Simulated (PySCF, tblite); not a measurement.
Isomers of C5H5F3NP, one GFN2-xTB conformer each. Single-point energies are computed at PBE0/pcSseg-1 (PySCF, gas phase, no added dispersion term), electronic only.

```tsv
SMILES	GFN2-xTB relative energy (kcal/mol)
Cn1cpcc1C(F)(F)F	0.0
N#CCC/P=C\C(F)(F)F	47.2
```

Conformers: `[N:1]#[C:2][CH2:3][CH2:4]/[P:5]=[CH:6]\[C:7]([F:8])([F:9])[F:10]` with C2–C3–C4–P5 61°, C3–C4–P5–C6 -173°.

Task: What does PBE0/pcSseg-1 give for the same structures?

Result: 
| SMILES | PBE0/pcSseg-1 E (Eh) | PBE0/pcSseg-1 (kcal/mol) | GFN2-xTB (kcal/mol) | point group |
| --- | --- | --- | --- | --- |
| Cn1cpcc1C(F)(F)F | -888.41559 | 0.0 | 0.0 | Cs |
| N#CCC/P=C\C(F)(F)F | -888.36671 | 30.7 | 47.2 | C1 |

Both levels put the same isomer lowest. As drawn, the lower has an aromatic ring, which the higher lacks; the higher has a C≡N group, which the lower lacks.

Task: Which frontier levels, dipoles and rotational constants go with these structures?

Result: 
```json
{"SMILES": "Cn1cpcc1C(F)(F)F", "HOMO (eV, PBE0/pcSseg-1)": "-6.85", "LUMO (eV)": "-0.61", "dipole (D)": "2.97", "A, B, C (MHz)": "2039, 887.0, 695.3"}
{"SMILES": "N#CCC/P=C\\C(F)(F)F", "HOMO (eV, PBE0/pcSseg-1)": "-8.44", "LUMO (eV)": "-2.81", "dipole (D)": "3.33", "A, B, C (MHz)": "2465, 558.3, 547.0"}
```

Task: What happens when harmonic zero-point energies from GFN2-xTB frequencies are added?

Result: 
| SMILES | ZPE (kcal/mol) | electronic (kcal/mol) | with ZPE (kcal/mol) |
| --- | --- | --- | --- |
| Cn1cpcc1C(F)(F)F | 60.3 | 0.0 | 0.0 |
| N#CCC/P=C\C(F)(F)F | 58.4 | 30.7 | 28.7 |

The zero-point energies span 1.9 kcal/mol. The order is unchanged.
